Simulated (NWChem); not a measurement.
SnHCl₃; SMILES [Cl][SnH]([Cl])[Cl]

All runs: NWChem. Geometry: optimised at PBE0/def2-SVP. def2 effective core potentials on Sn; no spin-orbit coupling. B3LYP is NWChem's, with the RPA form of VWN correlation.

Q: Among these, which level gives the highest value of “orbital gap (eV)”?
(A) CAM-B3LYP/def2-SVP
(B) revPBE/def2-SVP
(C) PBE/def2-SVP
(D) LC-BLYP (range parameter 0.33 per bohr)/def2-SVP

A: D, LC-BLYP (range parameter 0.33 per bohr)/def2-SVP. Values: PBE/def2-SVP 4.48; revPBE/def2-SVP 4.52; CAM-B3LYP/def2-SVP 9.24; LC-BLYP (range parameter 0.33 per bohr)/def2-SVP 11.05
